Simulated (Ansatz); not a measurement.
A single point on Cl₂FH₃O₂Si₂ (`O[SiH2]O[Si](F)(Cl)Cl`).

```yaml
crystal:
  periodic: [false, false, false]
  atoms:
    - {symbol: O, position_ang: [-1.547793, 1.236725, -1.028707]}
    - {symbol: Si, position_ang: [-0.828429, -0.223248, -1.153461]}
    - {symbol: O, position_ang: [0.495981, -0.328316, -0.180166]}
    - {symbol: Si, position_ang: [1.108969, -0.207256, 1.289818]}
    - {symbol: F, position_ang: [1.587059, 1.275360, 1.540068]}
    - {symbol: Cl, position_ang: [-0.264881, -0.660788, 2.702245]}
    - {symbol: Cl, position_ang: [2.716824, -1.413056, 1.463248]}
    - {symbol: H, position_ang: [-1.111951, 2.004557, -1.400883]}
    - {symbol: H, position_ang: [-1.831908, -1.209296, -0.710314]}
    - {symbol: H, position_ang: [-0.323870, -0.474681, -2.521828]}
basis:
  gaussian: {orbitals: def2-QZVPP}
correlation: {method: mp2}
```

```sh
$ ansatz run in.yaml --threads 2 --pin off --events-out ev --progress --plain --max-ram 32768MiB --backend cuda --devices 0, --max-vram 18GiB
```

Shortened log:

```
Functional definition: HF
3258 factors; integrals over basis functions are off by at most 1.0e-3 eV
mean field evaluation 1: about -47569.5074 eV, gradient 5.6e1 eV
mean field evaluation 2: about -47569.7312 eV, gradient 5.6e1 eV
mean field evaluation 4: about -47575.0735 eV, gradient 3.3e0 eV
mean field evaluation 8: about -47575.1275 eV, gradient 2.7e-1 eV
mean field -47575.12774507 eV, -1748.3536970514 hartree, gradient 2.8e-6 eV, S^2 0.000000; 0 other end points of the search recorded, 0 dependent functions left out
23 core orbitals not correlated: weight in the atoms' cores, before any rotation towards them, 1.000 or more for the frozen orbitals, at most 0.000 for the correlated occupied ones
reference -47575.12774507 eV, -1748.3536970514 hartree; 22, 22 occupied and 496, 496 virtual orbitals, 3258 factors
second order -39.33753034 eV of doubles, -0.00000000 eV of singles
Total energy: -47614.46527540 eV, -1749.7993246273 hartree
```

Run time 4.6 s (2 threads of an AMD EPYC 7R13 on a shared host and a share of an NVIDIA H100 80 GB); peak host memory 1.1 GiB.
